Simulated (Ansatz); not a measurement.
Cartesian coordinates (Å):
SMILES: [OH][SnH2][OH]
```xyz
7

O      1.3884    -0.7271    -0.4141
Sn    -0.0177     0.5835     0.0211
O     -1.7188    -0.3312    -0.3418
H      1.8319    -1.0670     0.3702
H      0.1002     0.9756     1.6823
H      0.0599     1.8496    -1.1034
H     -1.6439    -1.2836    -0.2141
```
Charge 0, multiplicity 1.

The numbers are results of frozen-core CCSD(T)/def2-TZVPP // r2SCAN-D4/def2-TZVP (Ansatz, a program for electronic structure), not measurements.

```
Item                           Result
----------------------  -------------
HF energy               -365.49282 Ha
MP2 correlation energy    -0.82295 Ha
```

Problem. Estimate the CCSD correlation energy, the (T) correction, the total energy and the T1 diagnostic.

Solution. 
- CCSD correlation energy: -0.82836 Ha
- (T) correction: -0.02701 Ha
- CCSD(T) total energy: -366.34818 Ha
- T1 diagnostic: 0.014
